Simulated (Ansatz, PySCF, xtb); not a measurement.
Gas-phase reaction in SMILES: CCCC -> CC(C)C
Geometries: B3LYP-D3(BJ)/def2-TZVP minima from Ansatz (a first-principles code), one conformer each, not searched for the lowest.

Wanted: isomerisation energy (enthalpy at 298 K, with B3LYP-D3(BJ) rigid-rotor harmonic-oscillator terms from PySCF), in kJ/mol. Correlated levels leave the core frozen unless marked. Spin-orbit coupling is left out. Non-relativistic. CBS marks a two-point X^-3 extrapolation of the correlation energy; Hartree-Fock from the larger set. The bracket is a focal-point correction in the basis named.

```csv
level,program,isomerisation energy (kJ/mol)
GFN1-xTB,xtb,-8.0
```

Predict the RI-MP2/CBS(cc-pVTZ,cc-pVQZ)+[CCSD(T)-MP2]/cc-pVTZ result (Ansatz).

-7.6 kJ/mol, so GFN1-xTB differs from it by -0.4 kJ/mol.
